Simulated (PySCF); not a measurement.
Which element holds N most strongly?

CCSD(T) in PySCF with def2-SVPD on every atom (core potentials on In, Sn), for the lowest determinant that a PBE0 search found; no spin–orbit coupling. D0 is De less the harmonic zero-point energy.

| M | state (unpaired electrons) | Re (Å) | ωe (cm⁻¹) | D0(MN) (eV) |
| --- | --- | --- | --- | --- |
| Al | triplet (π ↑↑) | 1.956 | 604 | 2.13 |
| C | doublet (σ ↑) | 1.187 | 2079 | 7.14 |
| In | triplet (π ↑↑) | 2.254 | 430 | 1.41 |
| Sn | doublet (π ↑) | 2.012 | 632 | 2.14 |

**Question.** Order the elements by D0 and give the energy of AlN + C → CN + Al.

**Answer.** C > Sn > Al > In; ΔE = 2.13 − 7.14 = -5.01 eV at CCSD(T)/def2-SVPD. Close neighbours can swap at other levels.

Correlated steps freeze the inner cores (2 to 6 orbitals); shallow outer-core shells are correlated. UHF and ROHF references stand side by side, which adds small steps between rows. Correlated levels converge slowly with the basis: in double zeta they bind strong bonds too weakly, by up to about 1 eV, and carry superposition errors of some tenths. These are scalar-relativistic numbers at best; spin–orbit coupling would shift them, the dissociation energy most. The CCSD T1 diagnostic is raised in CN, a sign that a single reference may not be enough there. States were picked by a PBE0 search and need not be the measured ground states.
